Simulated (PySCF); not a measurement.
Species: BFH₃Sb.
Bonds: F1–B2, B2–Sb3. Hydrogens: H4 on B2; H5, H6 on Sb3.

Method: PySCF, PBE0-D3(BJ)/def2-SVP geometry optimisation, gas phase, def2 core potentials past Kr; density fitting, grid level 1; the optimiser is geomeTRIC in internal coordinates, started from a GFN2-xTB structure with every atom displaced at random (about 0.01 Å).

Step 0: E = -9973.8883 eV
```
atom  x, y, z in Å  |  force x, y, z in eV/Å
F1     -1.6084    1.0728    0.0807   -1.103   1.772   0.280
B2     -1.0056   -0.0488   -0.0487    1.322  -0.117  -0.274
Sb3     1.0654   -0.0157   -0.7833    0.622  -0.134  -0.654
H4     -1.6039   -1.0102    0.1217   -0.958  -1.594   0.284
H5      1.5706    1.1687    0.2951    0.065   0.483   0.214
H6      1.6061   -1.1969    0.2899    0.051  -0.411   0.151
```

Task: Estimate the geometry and energy of step 1. (The exact step hangs on the optimiser's Hessian estimate; all steps are aligned on step 0, rigid shifts and turns removed.)

Result: E = -9974.0241 eV, largest force 0.513 eV/Å
```
atom  x, y, z in Å  |  force x, y, z in eV/Å
F1     -1.6576    1.1096    0.1012    0.131  -0.287  -0.002
B2     -1.0123   -0.0351   -0.0535    0.015   0.083  -0.074
Sb3     1.1406   -0.0168   -0.8116   -0.063   0.044   0.508
H4     -1.6402   -1.0667    0.1291    0.104   0.179  -0.013
H5      1.5970    1.2491    0.2907   -0.093  -0.258  -0.226
H6      1.5967   -1.2702    0.2994   -0.094   0.239  -0.192
```

The energy changes by -0.1358 eV. The first-order estimate −F·Δx gives -0.3792 eV and the mean of the old and new forces, exact on a quadratic surface, -0.1449 eV. The step makes an angle of 47° with the force vector and moves no atom by more than 0.085 Å.

What follows is the cost of the whole optimisation. The run took 18 s of wall time on one thread, Arm Neoverse V1 (aarch64), no GPU, shared host with 32 logical CPUs at a one-minute load of 10, and the process peaked at 0.31 GiB of memory.
